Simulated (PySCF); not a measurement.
# Frontier orbitals and the lowest excitations

Species: C5H6FNSi2.
Cartesian coordinates in Å at the GFN2-xTB level; atoms count from 1:
```xyz
15
C5H6FNSi2 angstrom
N      3.8793    0.5431    0.0769
C      2.7346    0.4660    0.0369
C      1.3394    0.3082    0.0000
C      0.5201    1.3359   -0.2566
F      1.0533    2.5624   -0.4883
Si    -1.3728    1.3280   -0.3498
C     -1.9449   -0.4290   -0.0068
C     -1.1528   -1.4691    0.2517
Si     0.7259   -1.4499    0.3399
H     -1.7505    1.7581   -1.7005
H     -1.8703    2.2595    0.6684
H     -3.0189   -0.5859   -0.0264
H     -1.6101   -2.4363    0.4343
H      1.1743   -1.8433    1.6814
H      1.2891   -2.3398   -0.6828
```

Method: PySCF, TDDFT PBE0/def2-SVPD, vertical, gas phase, core orbitals frozen in the response.

Frontier orbitals with the atoms that hold most of them (Löwdin shares over 4%, at most four atoms; ? is withheld):

```
orbital  ε (eV)                            atoms
 LUMO+2   -0.17  Si9 20%, Si6 16%, C8 10%, C7 9%
 LUMO+1   -1.47   C7 33%, C8 33%, Si9 8%, Si6 8%
   LUMO       ?                                ?
   HOMO   -8.17                                ?
 HOMO-1   -8.67   C7 34%, C8 34%, Si9 6%, Si6 6%
 HOMO-2   -8.94  C8 21%, C7 18%, Si9 11%, Si6 9%
 HOMO-3   -9.52   N1 32%, C2 23%, C3 10%, Si9 8%
```

Question: Give the leading atoms of the LUMO.

Answer: C4 (bonded to C, F and Si) 31%; C3 (bonded to 2 C and Si) 21%; N1 (bonded to C) 13%; C2 (bonded to C and N) 10%. By element: carbon 61% or more, nitrogen 13%.

Question: Which atoms hold the HOMO, and with what shares?

Answer: C3 (bonded to 2 C and Si) 25%; C4 (bonded to C, F and Si) 22%; N1 (bonded to C) 18%; C2 (bonded to C and N) 11%. By element: carbon 58% or more, nitrogen 18%.

Question: What is the LUMO energy, and the HOMO–LUMO gap?

Answer: ε(LUMO) = -1.99 eV; the gap is 6.18 eV (0.2271 hartree).

Question: The HOMO–LUMO gap is 6.18 eV. Where does the response calculation put the lowest singlet, and from which orbitals?

Answer: S1 is at 5.61 eV (f = 0.162), 0.57 eV below the gap, made of HOMO→LUMO (66%), HOMO-1→LUMO (22%). 

Question: One configuration dominates each of S2 and S5. Which, and how do the shares of the two leading atoms of either orbital change from the occupied to the empty one?

Answer: 
- S2 (5.63 eV, f 0.0001), HOMO-2→LUMO (76%): C8 21% → at most 10%, C7 18% → at most 10%, C4 at most 10% → 31%, C3 at most 10% → 21%
- S5 (5.85 eV, f 0.0019), HOMO-2→LUMO+1 (80%): C8 21% → 33%, C7 18% → 33%

Löwdin shares depend on the basis, the more so with diffuse functions.
